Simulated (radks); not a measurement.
Results of a calculation; reference values are marked as such.
Problem. Isoelectronic series with 44 electrons, each ion in its NIST ground configuration. Code: a radial shooting solver on a logarithmic mesh with Libxc functionals. Model: scalar-relativistic Kohn-Sham, PBEsol, spin-polarised, spherical densities, finite nucleus; open shells are filled with parallel spins first (spin-orbit coupling, left out, can overturn this in heavy ions); Fermi nuclear charge, rms radius of each element as measured or else 0.836 A^(1/3) + 0.57 fm. Total energies (hartree) and mean radii <r> (bohr) (* marks an orbital that is empty in some or all of the ions):

ion,configuration,E (hartree),5s down*,4d down,5s up*
Ru,[Kr] 4d7 5s1,-4528.43082,3.508,1.721,3.270
Pd2+,[Kr] 4d8,-5042.26151,2.608,1.378,2.565
Ag3+,[Kr] 4d8,-5310.99595,2.339,1.252,2.310
Cd4+,[Kr] 4d8,-5587.60313,2.135,1.154,2.114
In5+,[Kr] 4d8,-5872.10966,1.972,1.075,1.956
Sn6+,[Kr] 4d8,-6164.53904,1.837,1.008,1.825
Sb7+,[Kr] 4d8,-6464.92588,1.724,0.9510,1.713
Te8+,[Kr] 4d8,-6773.30317,1.625,0.9013,1.617
I9+,[Kr] 4d8,-7089.71716,1.540,0.8573,1.532
Xe10+,[Kr] 4d8,-7414.20308,1.464,0.8181,1.457
Cs11+,[Kr] 4d8,-7746.8096,1.396,0.7828,1.390
Ba12+,[Kr] 4d8,-8087.5799,1.334,0.7507,1.329

Estimate the row of Rh+ ([Kr] 4d8).

Solution. E (hartree) -4781.39177; 5s down* 2.994; 4d down 1.557; 5s up* 2.921.
